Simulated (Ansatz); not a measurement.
Consider the ligand exchange at the Si–C bond: `NBC[SiH2]Cl` + H–F → `F[SiH2]Cl` + `CBN`.

Isolated molecules relaxed with PBE0-D4/def2-TZVP in Ansatz; ΔE leaves out vibrations. CCSD(T)/CBS adds triple-zeta CCSD(T) − MP2 to the extrapolated MP2 energy (def2 sets, frozen cores). This one scheme is used for every species. DFT in def2-TZVPP. B3LYP here is the variant with VWN-RPA as its local correlation; programs differ in this. One conformer a species, not always the lowest.

CCSD(T)/CBS gives -1.24 eV.

(1) Another level gave -1.30 eV. Which?
A. CCSD(T)/def2-TZVPP
B. B3LYP/def2-TZVPP
C. B2PLYP/def2-TZVPP
D. B3LYP-D4/def2-TZVPP

Largest T1 diagnostic among the species: 0.011.

Answers

(1) D. B3LYP-D4 -1.30, B2PLYP -1.39, B3LYP -1.44, CCSD(T)/def2-TZVPP -1.25 eV.

The D4 term adds +0.14 eV with B3LYP and +0.08 eV with PBE0; it sums over pairs of atoms, weighted by their polarisabilities, and B3LYP, whose exchange is more repulsive, gets the larger term. In def2-TZVPP, CCSD(T) changes the Hartree–Fock value by +0.31 eV (the triples alone add +0.04 eV) and MP2 by +0.34 eV.
